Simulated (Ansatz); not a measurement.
Molecule: sum formula H9Si4O (charge 0, doublet). It need not be the lowest isomer of its formula. 
Geometry from a B3LYP-D3(BJ)/def2-TZVP (Ansatz, a first-principles code) optimisation:
SMILES: O[Si]([SiH2])([SiH3])[SiH3]
```xyz
14

O     -0.3192     0.0844    -2.0100
Si    -0.0423    -0.0109    -0.3633
Si     1.6398    -1.5098     0.2524
Si    -1.9665    -0.6773     0.8147
Si     0.6320     2.1306     0.3039
H     -0.5304    -0.7304    -2.4747
H      2.9555    -1.3349    -0.4162
H      1.2686    -2.9498     0.2387
H     -2.4214    -2.0128     0.3495
H     -3.0761     0.2875     0.6162
H     -1.6576    -0.7625     2.2634
H     -0.3499     3.1532    -0.1309
H      1.9625     2.4686    -0.2573
H      0.7197     2.1488     1.7849
```
Charge 0, spin multiplicity 2.

Total electronic energies in hartree. Correlated levels leave the core frozen unless marked. Open shells are spin-unrestricted. No spin-orbit coupling. Non-relativistic. Basis-set limits of correlation are two-point, X^-3; Hartree-Fock from the larger set. The bracket is a focal-point correction in the basis named.

```csv
level,program,energy (Eh)
HF/STO-3G,Ansatz,-1221.47764
HF/6-31G*,Ansatz,-1235.74987
BLYP-D3(BJ)/def2-TZVPD,Ansatz + dftd3,-1238.65386
PBE0/STO-3G,Ansatz,-1223.53873
PBE0/def2-TZVPD,Ansatz,-1238.09177
CAM-B3LYP-D3(BJ)/def2-TZVPD,Ansatz + dftd3,-1238.66910
LC-wPBE-D4/def2-TZVPD,Ansatz + dftd4,-1238.27448
SCS-MP2/STO-3G,Ansatz,-1221.67912
CCSD/6-31G,Ansatz,-1235.94623
CCSD/6-31G*,Ansatz,-1236.31085
CCSD(T)/6-31G*,Ansatz,-1236.32609
CCSD(T)/cc-pV(Q+d)Z,Ansatz,-1236.82691
CCSD(T) with core electrons (1s frozen past Ne)/cc-pwCVTZ,Ansatz,-1237.85616
"RI-MP2/CBS(cc-pV(T+d)Z,cc-pV(Q+d)Z)+[CCSD(T)-MP2]/cc-pV(T+d)Z",Ansatz,-1236.8720
"CCSD(T)/CBS(cc-pV(T+d)Z,cc-pV(Q+d)Z)",Ansatz,-1236.8635
```

Totals of different functionals don't rank their quality; only differences between species are comparable.
